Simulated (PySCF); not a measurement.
Delta-SCF ions had no search for a lower state. Excitations are Tamm–Dancoff values on a coarser integration grid. The basis has no diffuse functions, so Rydberg states are missing or too high.

Cartesian coordinates (Å):
SMILES: CSCO
```xyz
10

C      1.5324    -0.1006     0.1099
S      0.1211    -1.1925     0.3378
C     -1.1699    -0.1631    -0.3831
O     -1.4280     1.0218     0.3164
H      1.3266     0.8794     0.5391
H      2.3769    -0.5496     0.6323
H      1.7812     0.0001    -0.9477
H     -0.8846     0.1317    -1.3943
H     -2.0492    -0.8156    -0.4433
H     -1.6065     0.7883     1.2329
```
Charge 0, spin multiplicity 1.

What T1 excitation (TDA), S1 excitation (TDA), dipole moment, total energy, HOMO, LUMO, vertical ionisation energy (Delta-SCF) and S1–T1 gap (TDA) does M06-2X/def2-TZVP // PBE0-D3(BJ)/def2-TZVP run with PySCF 2.14.0 give?


```json
{
 "T1 excitation (TDA)": "5.30 eV",
 "S1 excitation (TDA)": "5.70 eV",
 "dipole_moment": "0.31 D",
 "total_energy": "-553.2154 Ha",
 "HOMO": "-7.87 eV",
 "LUMO": "1.64 eV",
 "vertical ionisation energy (Delta-SCF)": "9.11 eV",
 "S1–T1 gap (TDA)": "0.40 eV"
}
```
